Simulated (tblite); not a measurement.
Species: C4H2FO2S (doublet state).
SMILES with atom numbers: `[O:1][c:2]1[cH:3][c:4]([F:5])[s:6][c:7]1[OH:8]` (hydrogens: H9 on C3; H10 on O8)

The geometry is computed with GFN2-xTB (gas phase). This method treats the open shell by occupation alone, without spin polarisation.

(1) What internal coordinates does the optimisation give?

## Answers

(1) 
```
  bond  length (Å)     order
 O1–C2       1.235    single
 C2–C3       1.449  aromatic
 C3–C4       1.340  aromatic
 C4–F5       1.324    single
 C4–S6       1.771  aromatic
 S6–C7       1.703  aromatic
 C7–O8       1.327    single
 C2–C7       1.450  aromatic
 C3–H9       1.074    single
O8–H10       0.979    single
```

Orders are formal, as drawn. A selection of angles:
```
    angle  degrees
 O1–C2–C3    130.5
 O1–C2–C7    120.3
 C3–C2–C7    109.1
 C2–C3–C4    112.1
 C3–C4–F5    127.3
 C3–C4–S6    115.4
 F5–C4–S6    117.3
 C4–S6–C7     88.8
 S6–C7–O8    123.9
 C2–C7–S6    114.6
 C2–C7–O8    121.5
H10–O8–C7    106.6
```

Dihedral angles: H10–O8–C7–S6 180° (antiperiplanar).

C2 (carbon bonded to 2 C and O) is planar (angles 130.5°, 120.3° and 109.1°, sum 360.0°, 0.00 Å off the plane of its three neighbours). The 8 heavy atoms lie in one plane (0.000 Å rms). C7 (carbon bonded to C, O and S) is planar (angles 123.9°, 121.5° and 114.6°, sum 360.0°, 0.00 Å off the plane of its three neighbours). H10 on O8 lies 2.26 Å from O1, 4 bonds away (angle at H 111°; Bondi radii sum to 2.72 Å). C3 (carbon bonded to 2 C and H) is planar (angles 124.9°, 123.0° and 112.1°, sum 360.0°, 0.00 Å off the plane of its three neighbours). The 5-membered ring C2–C3–C4–S6–C7 has internal angles of 88.8° to 115.4° (sum 540°, against 540° for a flat polygon); it is planar, 0.00 Å rms from its mean plane, widest ring torsion 0°. The C–O distances run from 1.235 Å (O1–C2, drawn single) to 1.327 Å (C7–O8, drawn single), a spread of 0.092 Å.

Point group: Cs (tolerance 0.08 Å). Its GFN2-xTB frequencies are all real (lowest 140 cm⁻¹). Torsions: S6–C7–O8–H 180°. 2 starts were optimised and ended at 0.00 and 5.06 kcal/mol (GFN2-xTB); the lowest of these is shown.

The run took 0.1 s wall on an Arm Neoverse V2 with one thread, shared host with 96 logical CPUs at a one-minute load of 80. That covers the optimisation of the geometry.

One conformer stands for the species.
